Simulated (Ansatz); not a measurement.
Species: sum formula SiN3H6 (charge 0, doublet). It need not be the lowest isomer of its formula. 
Coordinates optimised at B3LYP-D3(BJ)/def2-TZVP (Ansatz, a first-principles code):
```
Si
N 1 1.7319
H 2 1.0080 1 120.75
H 2 1.0096 3 111.49 1 145.22
N 1 1.7319 2 107.61 3 152.25
H 5 1.0080 1 120.75 2 -92.05
H 5 1.0096 6 111.49 1 145.22
N 1 1.7319 2 107.61 3 -92.05
H 8 1.0080 1 120.75 2 152.25
H 8 1.0096 9 111.49 1 145.22
```
Charge 0, spin multiplicity 2.

Computed values are from Ansatz. Correlated levels leave the core frozen unless marked. Open shells are spin-unrestricted. Spin-orbit coupling is left out. No relativistic terms. CBS marks a two-point X^-3 extrapolation of the correlation energy; Hartree-Fock from the larger set.

```json
{
 "atomisation energy De": "3421.5 kJ/mol at CCSD(T)/CBS(aug-cc-pV(T+d)Z,aug-cc-pV(Q+d)Z)",
 "total_energy": "-456.8319 Eh at CCSD(T)/CBS(aug-cc-pV(T+d)Z,aug-cc-pV(Q+d)Z)",
 "dipole_moment": "0.26 D at CCSD(T)/aug-cc-pV(D+d)Z",
 "T1 diagnostic": "0.014 at CCSD/aug-cc-pV(Q+d)Z"
}
```
